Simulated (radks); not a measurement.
Q: These are the eigenvalues of the occupied orbitals of an atom or ion with whole-number occupations (hartree). Calculated with a radial shooting solver on a logarithmic mesh with Libxc functionals: scalar-relativistic Kohn-Sham, PBE, spin-polarised, spherical densities, point nucleus.

1s up: -3541.201
1s down: -3540.883
2s up: -799.8966
2s down: -799.6808
2p up: -714.3207
2p down: -714.0075
3s up: -318.8273
3s down: -317.9176
3p up: -293.8812
3p down: -292.9766

Which element is it, and in what charge state? The configuration may be excited. Open shells, if any, are filled with parallel spins first.

A: Z = 83, bismuth, charge +67: Bi67+ in [Ne] 3s2 3p4. The list shows which subshells hold electrons but not how many an open one holds; the 1s level, -3541.2 hartree, gives Z - s = 84.2 by -(Z - s)^2/2, which with screening and relativity narrows Z to a few neighbours, and the depths of the outer levels then fix element, charge and occupations together.
